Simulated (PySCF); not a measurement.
germylsilane (H6GeSi), singlet, at a GFN2-xTB geometry; WB97X/6-31G** (PySCF).

PySCF was given this input:
```python
from pyscf import gto, scf, dft

mol = gto.Mole()
mol.atom = '''
    Si   -1.56704071    0.16693932    0.03758954
    Ge    0.74957058   -0.07985294   -0.01798040
    H    -2.14643979   -0.68810588    1.07390640
    H    -1.92532104    1.55570653    0.32693199
    H    -2.15072553   -0.20470937   -1.25157588
    H     1.24574300   -1.41299042   -0.49700975
    H     1.48093017    0.88627488   -0.90376928
    H     1.44812445    0.08196777    1.30063566
'''
mol.basis = '6-31g**'
mol.verbose = 4
mol.build()

mf = dft.RKS(mol)
mf.xc = 'wb97x'
mf.grids.prune = None
mf.kernel()
mf.analyze()
```

### Question
Predict the main parts of the log of this PySCF run.

### Answer

```
PySCF version 2.14.0

[INPUT] verbose = 4
[INPUT] num. atoms = 8
[INPUT] num. electrons = 52
[INPUT] charge = 0
[INPUT] spin (= nelec alpha-beta = 2S) = 0
[INPUT] symmetry False subgroup None
[INPUT] Mole.unit = angstrom
[INPUT] Symbol           X                Y                Z      unit          X                Y                Z       unit  Magmom
[INPUT]  1 Si    -1.567040710000   0.166939320000   0.037589540000 AA   -2.961277767944   0.315469594221   0.071033935748 Bohr   0.0
[INPUT]  2 Ge     0.749570580000  -0.079852940000  -0.017980400000 AA    1.416483107231  -0.150900186841  -0.033978031610 Bohr   0.0
[INPUT]  3 H     -2.146439790000  -0.688105880000   1.073906400000 AA   -4.056183345969  -1.300331657903   2.029388979418 Bohr   0.0
[INPUT]  4 H     -1.925321040000   1.555706530000   0.326931990000 AA   -3.638329467463   2.939859271897   0.617811922459 Bohr   0.0
[INPUT]  5 H     -2.150725530000  -0.204709370000  -1.251575880000 AA   -4.064282220810  -0.386844644432  -2.365135637312 Bohr   0.0
[INPUT]  6 H      1.245743000000  -1.412990420000  -0.497009750000 AA    2.354113091594  -2.670164910434  -0.939212308739 Bohr   0.0
[INPUT]  7 H      1.480930170000   0.886274880000  -0.903769280000 AA    2.798552430906   1.674816794282  -1.707876418995 Bohr   0.0
[INPUT]  8 H      1.448124450000   0.081967770000   1.300635660000 AA    2.736558604786   0.154896636341   2.457845185243 Bohr   0.0

nuclear repulsion = 176.220558901839
number of shells = 38
number of NR pGTOs = 188
number of NR cGTOs = 80
basis = 6-31g**
ecp = {}

******** <class 'pyscf.dft.rks.RKS'> ********
method = RKS
initial guess = minao
damping factor = 0
level_shift factor = 0
DIIS = <class 'pyscf.scf.diis.CDIIS'>
diis_start_cycle = 1
diis_space = 8
diis_damp = 0
SCF conv_tol = 1e-09
SCF conv_tol_grad = None
SCF max_cycles = 50
direct_scf = True
direct_scf_tol = 1e-13
XC library pyscf.dft.libxc version 7.1.2
    S. Lehtola, C. Steigemann, M. J. T. Oliveira, and M. A. L. Marques,  SoftwareX 7, 1–5 (2018)
XC functionals = wb97x
    J.-D. Chai and M. Head-Gordon,  J. Chem. Phys. 128, 084106 (2008)
radial grids:
    Treutler-Ahlrichs [JCP 102, 346 (1995); DOI:10.1063/1.469408] (M4) radial grids

becke partition: Becke, JCP 88, 2547 (1988); DOI:10.1063/1.454033
pruning grids: None
grids dens level: 3
symmetrized grids: False
atomic radii adjust function: <function treutler_atomic_radii_adjust>
small_rho_cutoff = 0
Set gradient conv threshold to 3.16228e-05
Initial guess from minao.
tot grids = 164384
init E= -2368.98603109466
  HOMO = -0.330998466195296  LUMO = 0.0463078011407125  gap/eV = 10.26703
cycle= 1 E= -2369.8032049101  delta_E= -0.817  |g|= 0.352  |ddm|= 2.26
  HOMO = -0.422037550383812  LUMO = 0.078962355173374  gap/eV = 13.63290
cycle= 2 E= -2369.81431818394  delta_E= -0.0111  |g|= 0.314  |ddm|= 0.383
  HOMO = -0.402739812676641  LUMO = 0.0928969006201976  gap/eV = 13.48696
cycle= 3 E= -2369.82248275625  delta_E= -0.00816  |g|= 0.0221  |ddm|= 0.123
  HOMO = -0.394855849156428  LUMO = 0.0999511951441612  gap/eV = 13.46439
cycle= 4 E= -2369.82271259539  delta_E= -0.00023  |g|= 0.00673  |ddm|= 0.0505
  HOMO = -0.397450709188258  LUMO = 0.0991606010809596  gap/eV = 13.51348
cycle= 5 E= -2369.82273304734  delta_E= -2.05e-05  |g|= 0.000781  |ddm|= 0.0137
  HOMO = -0.397526043143094  LUMO = 0.099122829156582  gap/eV = 13.51450
cycle= 6 E= -2369.82273360645  delta_E= -5.59e-07  |g|= 0.000228  |ddm|= 0.00285
  HOMO = -0.397512046192884  LUMO = 0.0991541317782119  gap/eV = 13.51498
cycle= 7 E= -2369.82273363584  delta_E= -2.94e-08  |g|= 3.82e-05  |ddm|= 0.000675
  HOMO = -0.397512354828362  LUMO = 0.0991546335164024  gap/eV = 13.51500
cycle= 8 E= -2369.82273363672  delta_E= -8.79e-10  |g|= 5.49e-06  |ddm|= 0.000124
  HOMO = -0.397512034592284  LUMO = 0.0991541008866608  gap/eV = 13.51497
Extra cycle  E= -2369.82273363674  delta_E= -2e-11  |g|= 2.81e-06  |ddm|= 1.38e-05
converged SCF energy = -2369.82273363674
**** SCF Summaries ****
Total Energy =                       -2369.822733636735393
Nuclear Repulsion Energy =             176.220558901838615
One-electron Energy =                -3650.068361429167453
Two-electron Energy =                 1104.025068890593730
Two-electron Coulomb Energy =         1206.256021756726568
DFT Exchange-Correlation Energy =     -102.230952866132895
HOMO-LUMO gap [eV] =                    13.514973935579196
**** MO energy ****
MO #1   energy= -398.52853375704   occ= 2
MO #2   energy= -66.1136356465118  occ= 2
MO #3   energy= -49.8192382043291  occ= 2
MO #4   energy= -44.3434894859163  occ= 2
MO #5   energy= -44.3434894156582  occ= 2
MO #6   energy= -44.3433210629293  occ= 2
MO #7   energy= -6.32721914831081  occ= 2
MO #8   energy= -5.38059215919239  occ= 2
MO #9   energy= -4.50079095106258  occ= 2
MO #10  energy= -4.50079073930983  occ= 2
MO #11  energy= -4.50018252092099  occ= 2
MO #12  energy= -3.73575168227541  occ= 2
MO #13  energy= -3.73529951293525  occ= 2
MO #14  energy= -3.73529872214032  occ= 2
MO #15  energy= -1.31320341079824  occ= 2
MO #16  energy= -1.31320182525488  occ= 2
MO #17  energy= -1.31065652388418  occ= 2
MO #18  energy= -1.30978316304391  occ= 2
MO #19  energy= -1.30978292977355  occ= 2
MO #20  energy= -0.710776411645853 occ= 2
MO #21  energy= -0.63778720218511  occ= 2
MO #22  energy= -0.466865391635882 occ= 2
MO #23  energy= -0.46686470974612  occ= 2
MO #24  energy= -0.427748639262566 occ= 2
MO #25  energy= -0.42774775030538  occ= 2
MO #26  energy= -0.397512034592284 occ= 2
MO #27  energy= 0.0991541008866608 occ= 0
MO #28  energy= 0.105411597062663  occ= 0
MO #29  energy= 0.105412398961928  occ= 0
MO #30  energy= 0.16220269328704   occ= 0
MO #31  energy= 0.182159336966545  occ= 0
MO #32  energy= 0.18215979953113   occ= 0
MO #33  energy= 0.199908193695512  occ= 0
MO #34  energy= 0.243353539393324  occ= 0
 ** Mulliken pop on meta-lowdin orthogonal AOs  **
 ** Mulliken pop  **
 ** Mulliken atomic charges  **
charge of    0Si =      0.27454
charge of    1Ge =      0.09174
charge of    2H =     -0.07666
charge of    3H =     -0.07666
charge of    4H =     -0.07666
charge of    5H =     -0.04543
charge of    6H =     -0.04543
charge of    7H =     -0.04543
Dipole moment(X, Y, Z, Debye): -0.42480,  0.04523,  0.01018
```
